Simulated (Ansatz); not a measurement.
The same path of FH3O3Ti + H3P (12 atoms, charge 0, multiplicity 1) was run twice with different band settings. Lost on the way: Ti1–F2, P9–H12. Made: Ti1–P9, F2–H12.

The calculation used RKS PBE/def2-SVP in Ansatz 0.2.0.

Relaxed end points:

```xyz
12
Properties=species:S:1:pos:R:3
Ti -0.078 -0.269 -0.071
F -0.225 -0.226 1.698
O 1.649 -0.460 -0.547
H 2.117 -1.286 -0.762
O -0.691 1.274 -0.779
H -1.615 1.480 -1.004
O -1.059 -1.659 -0.619
H -1.601 -2.343 -0.194
P 2.031 2.861 1.603
H 2.682 1.845 0.815
H 0.997 3.033 0.614
H 1.255 1.876 2.313
```

```xyz
12
Properties=species:S:1:pos:R:3
Ti 0.109 0.395 -0.577
F 1.121 -1.105 1.932
O 1.527 -0.664 -0.854
H 1.764 -1.190 -0.056
O -0.430 1.252 -2.057
H -1.328 1.561 -2.276
O -1.169 -0.319 0.449
H -0.844 -0.889 1.181
P 1.138 1.799 1.231
H 2.124 2.601 0.570
H 0.177 2.826 1.503
H 1.271 -0.140 2.019
```

Common settings: movable images 5; climbing image yes; spring 5.0 eV/Å²; optimiser quadratic models (default); force threshold 0.03 eV/Å; iteration limit 60; end points relaxed.

| run | start path |
| --- | --- |
| 1 | through a guess of the saddle point |
| 2 | straight line |

(1) What does each run give, and how far can it be trusted?

## Answers

(1) Run 1: converged after 45 iterations, highest image 1.393 eV above the first end. A vibrational analysis at the climbing image gives one clearly imaginary mode, 379i cm⁻¹: a first-order saddle point.
Run 2: converged after 34 iterations, highest image 1.483 eV above the first end. The order of the point at the top wasn't checked.
The orbitals stay closed-shell, which can raise the energy where a bond breaks towards radicals; this wasn't checked here.
